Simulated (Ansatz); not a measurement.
Reaction (substitution at a C–C bond): `CC/C=C(/C)CC` + `[GeH3][TeH]` → `C[Te][GeH3]` + `CC/C=C\CC`

Calculated with Ansatz (gas phase, PBE0-D4/def2-TZVP geometries, no zero-point term in ΔE). CCSD(T)/CBS adds triple-zeta CCSD(T) − MP2 to the extrapolated MP2 energy (def2 sets, frozen cores). Double bonds are as drawn, so ΔE can hold a change between cis and trans. Functionals use def2-TZVPP. HSE06 is defined as in plane-wave codes. def2 core potentials past Kr. For Ge, Te outer-core shells are correlated without core-valence functions, which leaves a few kJ/mol of doubt a bond. Scalar relativity is left out up to krypton. One conformer a species, not always the lowest.

```json
{"level": "revPBE", "ΔE (kcal/mol)": "-0.2"}
{"level": "HSE06", "ΔE (kcal/mol)": "1.7"}
```

Task: What does CCSD(T)/CBS give? (Best estimate.)

Result: The calculation gave: +0.8 kcal/mol. The listed levels differ from it by -1.0, 0.9 kcal/mol.

Largest T1 diagnostic among the species: 0.011.

Leaving LDA and LC-ωPBE aside and taking each functional with its dispersion term where it has one, the values, not all of them listed here, spread over 2.4 kcal/mol, from BLYP-D4 to B97M-V. LDA lies +3.8 kcal/mol from PBE without D4. From BLYP to BHLYP (50 % exact exchange), in def2-TZVPP and without D4, ΔE moves by +2.0 kcal/mol. At CCSD(T), def2-SVP lies +5.5 kcal/mol from the extrapolated value and def2-TZVPP +1.3 kcal/mol.

CCSD(T)/CBS has its own doubt, a few kJ/mol and more with outer-core shells, so smaller differences from it don't rank the levels.
